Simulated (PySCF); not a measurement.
Isomers of C5H4F3P.

All values: PBE0/pcSseg-1 (PySCF) at GFN2-xTB geometries, gas phase, one conformer each.

**Question.** Rank by LUMO energy, lowest first.
A. `FC(F)(F)C1=CC=CP1`
B. `[CH:1]#[C:2][P:3]([CH3:4])[C:5]([F:6])=[C:7]([F:8])[F:9]` with C2–P3–C5–F6 -131°
C. `[CH2:1]=[CH:2][P:3]1[CH:4]=[C:5]1[C:6]([F:7])([F:8])[F:9]` with C1–C2–P3–C4 -159°

**Answer.** A (-1.95 eV), C (-1.52 eV), B (-0.45 eV).

**Question.** Rank by HOMO–LUMO gap, highest first.
A. `[CH:1]#[C:2][P:3]([CH3:4])[C:5]([F:6])=[C:7]([F:8])[F:9]` with C2–P3–C5–F6 -131°
B. `[CH2:1]=[CH:2][P:3]1[CH:4]=[C:5]1[C:6]([F:7])([F:8])[F:9]` with C1–C2–P3–C4 -159°
C. `FC(F)(F)p1cccc1`
D. `FC(F)(F)C1=CC=CP1`

**Answer.** A (6.54 eV), B (5.98 eV), D (5.55 eV), C (5.39 eV).

**Question.** Rank by HOMO energy, lowest first.
A. `FC(F)(F)p1cccc1`
B. `FC(F)(F)c1ccc[pH]1`
C. `[CH:1]#[C:2][P:3]([CH3:4])[C:5]([F:6])=[C:7]([F:8])[F:9]` with C2–P3–C5–F6 -131°

**Answer.** B (-7.49 eV), A (-7.33 eV), C (-6.99 eV).

All values together:

| SMILES | μ (D) | HOMO (eV) | LUMO (eV) | lowest IAO charge (e) | highest IAO charge (e) | lowest Hirshfeld charge (e) | highest Hirshfeld charge (e) |
| --- | --- | --- | --- | --- | --- | --- | --- |
| C=CP1C=C1C(F)(F)F | 2.62 | -7.50 | -1.52 | -0.352 (C) | +0.805 (C) | -0.111 (C) | +0.258 (C) |
| FC(F)(F)c1ccc[pH]1 | 3.20 | -7.49 | -1.95 | -0.351 (C) | +0.803 (C) | -0.107 (F) | +0.248 (C) |
| FC(F)(F)p1cccc1 | 2.34 | -7.33 | -1.93 | -0.367 (C) | +0.643 (C) | -0.108 (C) | +0.214 (C) |
| C#CP(C)C(F)=C(F)F | 1.85 | -6.99 | -0.45 | -0.602 (C) | +0.599 (P) | -0.160 (C) | +0.194 (P) |

Conformers: `[CH2:1]=[CH:2][P:3]1[CH:4]=[C:5]1[C:6]([F:7])([F:8])[F:9]` with C1–C2–P3–C4 -159°; `[CH:1]#[C:2][P:3]([CH3:4])[C:5]([F:6])=[C:7]([F:8])[F:9]` with C2–P3–C5–F6 -131°.
